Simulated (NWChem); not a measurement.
System: C$_{3}$H$_{7}$NSi; SMILES N#CC[SiH2]C

```xyz
12

C      0.3421     2.4926     0.0000
Si    -0.5179     0.8144     0.0000
C      0.8019    -0.5834     0.0000
C      0.1975    -1.9082     0.0000
N     -0.3215    -2.9480     0.0000
H     -0.3967     3.3021     0.0000
H      0.9736     2.6187     0.8868
H      0.9736     2.6187    -0.8868
H     -1.3640     0.6464    -1.2096
H     -1.3640     0.6464     1.2096
H      1.4452    -0.4755     0.8824
H      1.4452    -0.4755    -0.8824
```
Atoms are numbered in this order, from 1.

Computed with NWChem. Geometry: optimised at B3LYP/6-31G* (spherical d). Vzz is the largest principal value of the second derivative of the potential at the nucleus (NWChem prints the opposite sign); η is the asymmetry. Non-relativistic.

Task: Estimate the computed values for CAM-B3LYP/def2-SVP. Quantities: Vzz N5 (a.u.); η N5.

Result: 
```json
{
 "Vzz N5 (a.u.)": "-0.803",
 "η N5": "0.10"
}
```
